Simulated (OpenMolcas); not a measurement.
Re4+ among 6 point charges of -1.5 e arranged as a tetragonal octahedron (D4h), 2.15 Å from the ion, with the axial distance 2.537 Å.
```
   2.1500    0.0000    0.0000  -1.50
   0.0000    2.1500    0.0000  -1.50
  -2.1500    0.0000    0.0000  -1.50
   0.0000   -2.1500    0.0000  -1.50
   0.0000    0.0000    2.5370  -1.50
   0.0000    0.0000   -2.5370  -1.50
```

```yaml
Program: OpenMolcas
Method: "SS-CASPT2, IPEA 0.25 Eh, imaginary shift 0.1 Eh (closed shells correlated: 5s 5p)"
Basis: ANO-RCC-VDZP [7s6p4d2f1g]
Scalar_Hamiltonian: DKH2, point nucleus
Active_space: 3 electrons in 5 orbitals (5d)
State_averaging: 2S+1 = 4 even, 10 roots; 2S+1 = 2 even, 40 roots
Spin-orbit_coupling: state interaction with AMFI integrals over the reference wave functions
```

Problem. What is the spin-free ground state (labels of D4, the rotations of D4h)?

Solution. 4B1, 1-fold in its orbital part, 100 % from free-ion F terms; it has the highest spin that d3 allows.

Problem. Where is the first state of the same spin?

Solution. 4E at 4090 cm-1 above the ground state.

Problem. What are the lowest two levels with spin-orbit coupling?

Solution. A 2-fold level E3/2 with g = 0.63, 1.18, 1.18, then a 2-fold level E1/2 1180 cm-1 above it. Their leading multiplicities are 4 (85 %) and 4 (88 %).

Problem. What is χT at 300 K?

Solution. 0.13 cm3 K/mol.

Spin-orbit coupling mixes the spin-free states strongly: the lowest level takes only 37 % from its leading state, 4E, which lies 4092 cm-1 above the lowest spin-free state. Free-ion shares, where given, are those of the reference states; single-state CASPT2 does not remix them. Point charges carry no covalency, so the field is a model and not that of real ligands. No measured value stands beside these numbers.
